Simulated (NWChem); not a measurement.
System meant: PbBrCl, singlet; SMILES [Cl][Pb][Br]

Here is an NWChem input.

```
start job
memory heap 200 mb stack 900 mb global 1100 mb
geometry units angstroms noautoz
  Pb    -0.494465     0.508236     0.000000
  Cl     1.669173     1.726283     0.000000
  Br     0.345402    -1.983767     0.000000
end
basis spherical
  * library def2-svp
end
ecp
  Pb library def2-ecp
end
dft
  xc xpbe96 cpbe96
  iterations 4
  mulliken
end
task dft energy
```

End of the output:

```
    Atom       Charge   Shell Charges
 -----------   ------   -------------------------------------------------------
    1 Pb  22    21.76   1.49  0.48  1.16  0.76  3.09  2.71  1.02  0.77  9.30  0.97
    2 Cl  17    17.15   2.00  1.96  1.07  0.83  5.82  2.26  3.20  0.01
    3 Br  35    35.09   2.00  2.00  1.96  1.16  0.76  5.99  5.81  2.41  2.99  7.83  2.04  0.15

 center of mass
 --------------
 x =  -0.09714655 y =   0.02346685 z =   0.00000000

 moments of inertia (a.u.)
 ------------------
        1686.833691865684           0.000000000000           0.000000000000
           0.000000000000         560.019770746764           0.000000000000
           0.000000000000           0.000000000000        2246.853462612447

     Multipole analysis of the density
     ---------------------------------

     L   x y z        total         alpha         beta         nuclear
     -   - - -        -----         -----         ----         -------
     0   0 0 0     -0.000000    -37.000000    -37.000000     74.000000

     1   1 0 0     -1.417565    -28.178214    -28.178214     54.938863
     1   0 1 0      0.243419     28.777682     28.777682    -57.311944
     1   0 0 1      0.000000      0.000000      0.000000      0.000000

     2   2 0 0    -44.808471   -125.452868   -125.452868    206.097266
     2   1 1 0     -3.108485    -40.220741    -40.220741     77.332997
     2   1 0 1      0.000000      0.000000      0.000000      0.000000
     2   0 2 0    -46.679673   -369.765662   -369.765662    692.851651
     2   0 1 1     -0.000000     -0.000000     -0.000000      0.000000
     2   0 0 2    -41.127751    -20.563876    -20.563876      0.000000

 ------------------------------------------------------------------------
 dft energy failed                                                                                  0
 ------------------------------------------------------------------------
 ------------------------------------------------------------------------
  current input line :
    19: task dft energy
 ------------------------------------------------------------------------
 ------------------------------------------------------------------------
 This type of error is most commonly associated with calculations not reaching convergence criteria
 ------------------------------------------------------------------------
 For more information see the NWChem manual at https://nwchemgit.github.io

0:dft energy failed:Received an Error in Communication
```

**Question.** Find the fault in this run and fix the input.

**Answer.** Convergence was not reached. Cause: the SCF was allowed too few iterations. This input runs:
```
start job
memory heap 200 mb stack 900 mb global 1100 mb
geometry units angstroms noautoz
  Pb    -0.494465     0.508236     0.000000
  Cl     1.669173     1.726283     0.000000
  Br     0.345402    -1.983767     0.000000
end
basis spherical
  * library def2-svp
end
ecp
  Pb library def2-ecp
end
dft
  xc xpbe96 cpbe96
  iterations 150
  mulliken
end
task dft energy
```
It converges to -3226.34328 Ha (PBE/def2-SVP with def2 effective core potentials on Pb).
